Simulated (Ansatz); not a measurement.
FeS: shapes and states compared

Program: Ansatz, Gaussian basis, development build. Basis cc-pwCVTZ-DK on Fe, cc-pVTZ-DK on S, scalar X2C without spin–orbit coupling, 10 orbitals frozen in the corrections; active space CAS(12,9). Restricted Hartree–Fock, then the lowest state-specific CASSCF solution met for each case. Coupled cluster stands on the determinant that it favours, not always the lowest RHF. Single-reference values can break down or jump between states where bonds are stretched. Unlike active orbitals can shift such differences by tenths of an eV, at times by over 1 eV.

Case A, quintet: bond length 2.0170 Å.

Case B, triplet: the shape of A.

Energy less that of case A, in eV:

| case | RHF/ROHF | CASSCF | CCSD(T) |
| --- | --- | --- | --- |
| B | +2.937 | +0.886 | +0.719 |

(1) What does SC-NEVPT2 give for these differences?

(2) Which case is lowest, and do the methods agree?

Answers

(1) B: +1.125 eV (25.9 kcal/mol).

(2) A is lowest in SC-NEVPT2. Of the methods shown, RHF/ROHF, CASSCF, CCSD(T) agree.
